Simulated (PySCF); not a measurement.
CsI, SMILES [I][Cs].

Geometry: PBE-D3(BJ)/def2-TZVPD. The def2 effective core potentials stand for the cores of Cs, I; spin–orbit coupling is left out.

Computed with PBE-D3(BJ)/def2-TZVPD (PySCF).

Frequencies are harmonic and unscaled.

**Question.** Give all harmonic wavenumbers and intensities. (Estimate from the structure and the level; the computed values follow.)

**Answer.** 
```csv
mode,ν (cm⁻¹),IR (km/mol),moving atoms (share of kinetic energy)
1,114,19.5,"I 51 %, Cs 49 %"
```
